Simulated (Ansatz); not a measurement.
`[OH][Ga]([OH])[Br]` + H–F → `[OH][Ga]([F])[Br]` + H₂O at 500 K and 1 bar (ligand exchange at a Ga–O bond).

Calculated with Ansatz (gas phase, PBE0-D4/def2-TZVP geometries, no zero-point term in ΔE). CCSD(T)/CBS is the MP2 limit (def2-TZVPP, def2-QZVPP) plus CCSD(T) − MP2 in def2-TZVPP, frozen cores. This one scheme is used for every species. For Br, Ga outer-core shells are correlated without core-valence functions, which leaves a few kJ/mol of doubt a bond. Scalar relativity is left out up to krypton. Each species was taken in one conformer, which may not be the lowest.

| species | CCSD(T)/CBS energy (Eh) | H − E (kJ/mol) | S (J/(mol·K)) |
| --- | --- | --- | --- |
| `[OH][Ga]([OH])[Br]` | -4648.93401 | 112.6 | 391.4 |
| H–F | -100.39570 | 39.4 | 188.7 |
| `[OH][Ga]([F])[Br]` | -4672.95707 | 78.8 | 379.6 |
| H₂O | -76.37941 | 73.2 | 206.3 |

H − E and S are ideal-gas, rigid-rotor, harmonic terms from PBE0-D4/def2-TZVP, for one conformer and one mirror image of each species. 1 Eh = 2625.50 kJ/mol, R = 8.31446 J/(mol·K).

Question: By hand: ΔE, ΔH, ΔS and ΔG.

Answer: ΔE = (-4672.95707) + (-76.37941) − (-4648.93401) − (-100.39570) = -0.00677 Eh = -17.8 kJ/mol. Δ(H − E) = 78.8 + 73.2 − 112.6 − 39.4 = 0.0, so ΔH = -17.8 kJ/mol. ΔS = 379.6 + 206.3 − 391.4 − 188.7 = 5.8 J/(mol·K). ΔG = -17.8 − 500 × (5.8)/1000 = -20.7 kJ/mol.

Question: By hand: the equilibrium constant, and the temperature at which ΔG would vanish if ΔH and ΔS stayed fixed.

Answer: log₁₀ K = −ΔG/(RT ln 10) = 2.2. ΔH and −TΔS have one sign here, so there is no such temperature.

The number of gas molecules stays the same, so ΔS is small and ΔH decides. A doubt of 5 kJ/mol in ΔE shifts log₁₀ K by 0.5 here. Other conformers and mirror images would add mixing entropy, several J/(mol·K) or more a flexible species. These are equilibria of isolated gas molecules and say nothing of rates. Largest T1 diagnostic: 0.012 (customary marks: 0.02 for closed shells, 0.045 for open ones).

ΔS is within the doubt of such terms, so its sign, and with it that verdict, could turn.
